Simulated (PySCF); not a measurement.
## How methods differ on the excitation energy of B²⁺

B²⁺ [He] 2s1 (2S) → B²⁺ [He] 2p1 (2P), as a difference of total energies. All numbers are calculated (PySCF 2.14, the spin-free X2C one-electron Hamiltonian (Gaussian nucleus), in x2c-QZVPPall with one added diffuse shell each of s, p, d, f type (8s5p4d3f1g, 73 functions)). Correlated levels: valence and next inner shell: nothing frozen. The calculations carry no spin-orbit coupling.

| method | excitation energy (cm⁻¹) |
| --- | --- |
| UHF | 48842 |
| MP2 (valence and next inner shell) | 48529 |
| SCS-MP2 (valence and next inner shell) | 48625 |
| CCSD (valence and next inner shell) | 48487 |
| CCSD(T) (valence and next inner shell) | 48487 |
